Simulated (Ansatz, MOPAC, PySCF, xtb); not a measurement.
Spectroscopic constants of AgF, closed-shell singlet (the spin of the measured ground state). No spin–orbit coupling.

Seven points along R, fitted to fifth degree in 1/R; most abundant isotopes. Runs in def2 and cc sets follow the lowest solution found near the PBE0 minimum. The singlet is held restricted.

Correlated levels freeze the inner cores; with def2 sets outer-core shells near the valence are correlated too. CBS: X⁻³ extrapolation of the correlation energy, Hartree–Fock from the larger set. Rows in 3-21G, LANL2DZ carry no dispersion term and start afresh at each structure; the Pople sets are all-electron and without relativity. LANL2DZ brings its own core potentials from Na on. The state that PM7 reach isn't checked; PM7 holds dispersion and hydrogen-bond terms.

The values were computed with Ansatz (a program for electronic structure) with Gaussian orbitals; MOPAC for PM7 (differences of heats of formation); PySCF for 3-21G rows, LANL2DZ rows; xtb for the GFN methods. Values without a source in brackets are computed. In def2 rows elements past Kr take small-core potentials, without spin–orbit coupling.

D_e counts from each atom's lowest state at the same level, without counterpoise or zero-point energy.

```
level                                r_e (Å)  ω_e (cm⁻¹)  ω_e x_e (cm⁻¹)  D_e (eV)  dipole (D)
-----------------------------------  -------  ----------  --------------  --------  ----------
PM7                                    2.045         420             1.5         -           -
GFN1-xTB                               1.998         444             1.4         -           -
HF/3-21G                               2.017           ?             2.5         -        7.12
B97M-V/def2-TZVPP                      1.976         504             2.9      3.33        5.32
B3LYP/LANL2DZ                          2.028         481             2.7         -        5.90
wB97X-V/def2-TZVPP                     1.987         512             2.5      3.53        6.01
B2PLYP/def2-TZVPP                      1.985         506             2.7         -           -
CCSD(T)/CBS(def2-TZVPP, def2-QZVPP)        ?           ?             2.4      3.45           -
```

### Question
Complete the blanks.

### Answer

- CCSD(T)/CBS(def2-TZVPP, def2-QZVPP), r_e (Å): 1.982
- CCSD(T)/CBS(def2-TZVPP, def2-QZVPP), ω_e (cm⁻¹): 517
- HF/3-21G, ω_e (cm⁻¹): 542

Measured for the ground state: r_e 1.9832 Å [microwave values compiled in ACS Omega 2, 8373 (2017)]. D_0 3.66 ± 0.06 eV (a handbook's tabulated 298 K bond energy less 3RT/2; such tables hold older values) [Luo, bond dissociation energies, CRC Handbook]. dipole 6.22 D [compilation of Liu, Meijer and Pérez-Ríos].
